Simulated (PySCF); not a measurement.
PySCF 2.14 output of an unrestricted PBE calculation on a single atom or ion in aug-cc-pCVTZ-DK with one added diffuse shell each of s, p, d, f type (9s8p6d4f, 91 functions), with scalar relativity by spin-free X2C-1e:

```
SCF conv_tol = 1e-09
number electrons alpha = 7  beta = 5
    J. P. Perdew, K. Burke, and M. Ernzerhof.,  Phys. Rev. Lett. 77, 3865 (1996)
    J. P. Perdew, K. Burke, and M. Ernzerhof.,  Phys. Rev. Lett. 78, 1396 (1997)
    J. P. Perdew, K. Burke, and M. Ernzerhof.,  Phys. Rev. Lett. 77, 3865 (1996)
    J. P. Perdew, K. Burke, and M. Ernzerhof.,  Phys. Rev. Lett. 78, 1396 (1997)
cycle= 1 E= -200.166359850589  delta_E= -0.00695  |g|= 0.025  |ddm|= 0.707
cycle= 2 E= -200.166419868129  delta_E= -6e-05  |g|= 0.0194  |ddm|= 0.135
cycle= 3 E= -200.166465019178  delta_E= -4.52e-05  |g|= 0.000538  |ddm|= 0.0333
cycle= 4 E= -200.166465111304  delta_E= -9.21e-08  |g|= 3.15e-05  |ddm|= 0.00381
cycle= 5 E= -200.166465113189  delta_E= -1.89e-09  |g|= 1.03e-05  |ddm|= 0.000476
cycle= 6 E= -200.166465113251  delta_E= -6.14e-11  |g|= 9.25e-07  |ddm|= 0.000102
converged SCF energy = -200.166465113251  <S^2> = 2.0000237  2S+1 = 3.0000158
```

The run itself started from symmetry-adapted Hartree-Fock orbitals and held the occupation by maximum overlap, on a logarithmic radial grid, so the iterations belong to that start.

Q: Which element, charge and spin multiplicity is this?

A: Mg (magnesium, neutral), multiplicity 3; the state was [Ne] 3s1 3p1, high-spin 3P determinant (an excited configuration).
